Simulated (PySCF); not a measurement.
F₂Mg, charge +1, doublet, at a GFN2-xTB geometry (such geometries of metal compounds can be far from the true shape) (a state made from the parent by changing its charge; the spin is typed, not shown lowest); PySCF with B3LYP5/6-31G**.

The PySCF input:
```python
from pyscf import gto, scf, dft

mol = gto.M(
    atom='''
Mg    0.020849   -0.002923   -0.007000
F    -0.224165    1.320818   -1.172351
F     0.196367   -1.316920    1.181684
''',
    basis='6-31g**',
    charge=1,
    spin=1,
    verbose=4,
)

mf = dft.UKS(mol)
mf.xc = 'b3lyp5'
mf.grids.atom_grid = (99, 590)
mf.grids.prune = None
mf.kernel()
```

The log (banner, timings and long lists left out):

```
PySCF version 2.14.0

[INPUT] verbose = 4
[INPUT] num. atoms = 3
[INPUT] num. electrons = 29
[INPUT] charge = 1
[INPUT] spin (= nelec alpha-beta = 2S) = 1
[INPUT] symmetry False subgroup None
[INPUT] Mole.unit = angstrom
[INPUT] Symbol           X                Y                Z      unit          X                Y                Z       unit  Magmom
[INPUT]  1 Mg     0.020849000000  -0.002923000000  -0.007000000000 AA    0.039398899971  -0.005523669462  -0.013228082872 Bohr   0.0
[INPUT]  2 F     -0.224165000000   1.320818000000  -1.172351000000 AA   -0.423610456713   2.495984280396  -2.215422311860 Bohr   0.0
[INPUT]  3 F      0.196367000000  -1.316920000000   1.181684000000 AA    0.371079849902  -2.488618127962   2.233059125781 Bohr   0.0

nuclear repulsion = 76.2339954911767
number of shells = 20
number of NR pGTOs = 105
number of NR cGTOs = 46
basis = 6-31g**
ecp = {}

******** <class 'pyscf.dft.uks.UKS'> ********
method = UKS
initial guess = minao
damping factor = 0
level_shift factor = 0
DIIS = <class 'pyscf.scf.diis.CDIIS'>
diis_start_cycle = 1
diis_space = 8
diis_damp = 0
SCF conv_tol = 1e-09
SCF conv_tol_grad = None
SCF max_cycles = 50
direct_scf = True
direct_scf_tol = 1e-13
number electrons alpha = 15  beta = 14
XC library pyscf.dft.libxc version 7.1.2
    S. Lehtola, C. Steigemann, M. J. T. Oliveira, and M. A. L. Marques,  SoftwareX 7, 1–5 (2018)
XC functionals = b3lyp5
    P. A. M. Dirac,  Math. Proc. Cambridge Philos. Soc. 26, 376 (1930)
    F. Bloch,  Z. Phys. 57, 545 (1929)
    A. D. Becke,  Phys. Rev. A 38, 3098 (1988)
    C. Lee, W. Yang, and R. G. Parr,  Phys. Rev. B 37, 785 (1988)
    B. Miehlich, A. Savin, H. Stoll, and H. Preuss,  Chem. Phys. Lett. 157, 200 (1989)
    S. H. Vosko, L. Wilk, and M. Nusair,  Can. J. Phys. 58, 1200 (1980)
radial grids:
    Treutler-Ahlrichs [JCP 102, 346 (1995); DOI:10.1063/1.469408] (M4) radial grids

becke partition: Becke, JCP 88, 2547 (1988); DOI:10.1063/1.454033
pruning grids: None
grids dens level: 3
symmetrized grids: False
atomic radii adjust function: <function treutler_atomic_radii_adjust>
User specified grid scheme (99, 590)
small_rho_cutoff = 0
Set gradient conv threshold to 3.16228e-05
tot grids = 175232
init E= -399.603394136015

cycle= 1 E= -399.278308306587  delta_E= 0.325  |g|= 0.321  |ddm|= 1.18
cycle= 2 E= -399.249566448724  delta_E= 0.0287  |g|= 0.46  |ddm|= 0.535
cycle= 3 E= -399.319754892939  delta_E= -0.0702  |g|= 0.016  |ddm|= 0.274
cycle= 4 E= -399.313601739708  delta_E= 0.00615  |g|= 0.114  |ddm|= 0.105
cycle= 5 E= -399.319814869444  delta_E= -0.00621  |g|= 0.0121  |ddm|= 0.107
cycle= 6 E= -399.319887136468  delta_E= -7.23e-05  |g|= 0.00058  |ddm|= 0.0102
cycle= 7 E= -399.319887452692  delta_E= -3.16e-07  |g|= 8.73e-05  |ddm|= 0.000894
cycle= 8 E= -399.319887481878  delta_E= -2.92e-08  |g|= 5.32e-05  |ddm|= 0.000356
cycle= 9 E= -399.319887501029  delta_E= -1.92e-08  |g|= 3.49e-05  |ddm|= 0.000317
cycle= 10 E= -399.319887528651  delta_E= -2.76e-08  |g|= 2.09e-05  |ddm|= 0.000825
cycle= 11 E= -399.319887531306  delta_E= -2.65e-09  |g|= 8.56e-06  |ddm|= 0.00032
cycle= 12 E= -399.319887531345  delta_E= -3.91e-11  |g|= 2.83e-06  |ddm|= 1.36e-05
Extra cycle  E= -399.319887530632  delta_E= 7.13e-10  |g|= 3.86e-05  |ddm|= 3.53e-05
converged SCF energy = -399.319887530632  <S^2> = 0.75731907  2S+1 = 2.0073057
```
